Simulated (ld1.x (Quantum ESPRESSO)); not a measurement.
# What one change does to a pseudopotential (As (Z = 33), ultrasoft)

```json
{
 "Element": "arsenic",
 "Generator": "ld1.x (Quantum ESPRESSO) 7.5",
 "Type": "ultrasoft",
 "Functional": "PBE",
 "Relativity": "scalar-relativistic",
 "Frozen core": "[Ar]",
 "Valence charge": "15",
 "Reference configuration": "3d10 4s2 4p2.5 (charge +0.5)",
 "Partial waves": "4s (bound): rcut 1.55, rcutus 1.90 bohr; 4s channel at 2.3 Ry: rcut 1.55, rcutus 1.90 bohr; 4p (bound): rcut 1.60, rcutus 1.80 bohr; 4p channel at 4.45 Ry: rcut 1.60, rcutus 1.80 bohr; 3d (bound): rcut 0.75, rcutus 1.05 bohr; 3d channel at -2.7 Ry: rcut 0.75, rcutus 1.05 bohr",
 "Local potential": "all-electron potential smoothed inside 0.80 bohr (lloc = -2)",
 "Core correction": "Bessel-smoothed model core, default radius (core density twice the valence density)",
 "Augmentation charge": "PSQ, inside the norm-conserving radii"
}
```

All-electron outer shells of the reference configuration (PBE, scalar-relativistic, ld1.x):

```tsv
shell	level (eV)	outermost node (bohr)	outermost maximum (bohr)
3p	-138.31	0.22	0.52
3d	-45.27	–	0.47
4s	-18.74	0.73	1.61
4p	-9.09	0.78	1.95
```

Change: all radii but the core radius scaled by about 0.88 (s 1.68, p 1.60, d 0.92 bohr, rcut 1.36/1.42/0.66); local potential all-electron potential smoothed inside 0.70 bohr (lloc = -2).

Cutoffs: the cutoffs (Ry, on a coarse ladder) from which the occupation-weighted sum of valence levels, in a spherical-Bessel basis at the reference potential, stays within 10 and 1 mRy of its value at 400 Ry; they do not see the model core or the augmentation charge, which bear on the density cutoff. Errors are all-electron minus pseudo energies relative to the spin-unpolarised reference configuration.

**Question.** What does the change do?

**Answer.** The potential gets harder (140 Ry and 230 Ry → 180 Ry and 300 Ry); both files keep a bound ghost (s); of the 7 tests that both files solve, the error grows in 0 and shrinks in 5 by more than 15 % and 0.3 meV (median size 4.3 → 3.4 meV). A smaller radius makes the pseudo-wave follow the all-electron one further in, where it bends more sharply, so more plane waves are needed. Less of the atom is replaced, so other configurations are described better.

| quantity | base | changed |
| --- | --- | --- |
| cutoff, loose | 140 Ry | 180 Ry |
| cutoff, tight | 230 Ry | 300 Ry |
| loose cutoff by channel (10 mRy a level) | s 6 Ry, p 6 Ry, d 90 Ry | s 6 Ry, p 6 Ry, d 120 Ry |
| bound ghosts | s | s |
| error for 3d10 4s2 4p3, meV [ΔE -3.56 eV] | +0.6 | +0.6 |
| error for 3d10 4s2 4p2, meV [ΔE 5.59 eV] | -0.8 | -0.7 |
| error for 3d10 4s2 4p1, meV [ΔE 23.51 eV] | -4.3 | -3.4 |
| error for 3d10 4s0 4p5, meV [ΔE 15.50 eV] | -7.5 | -3.9 |
| error for 3d10 4s1 4p4, meV [ΔE 5.86 eV] | -1.8 | -1.0 |
| error for 3d10 4s1 4p0, meV [ΔE 101.86 eV] | -43 | -29 |
| error for 3d10 4s2 4p0, meV [ΔE 51.21 eV] | -14 | -10 |
| lowest overlap eigenvalue by channel | s 0.27, p 0.53, d 0.99 | s 0.28, p 0.51, d 0.92 |

 A true bound ghost makes a file unfit for plane-wave use even where its test errors are small: the radial tests pick states by their node count and pass the ghost by.
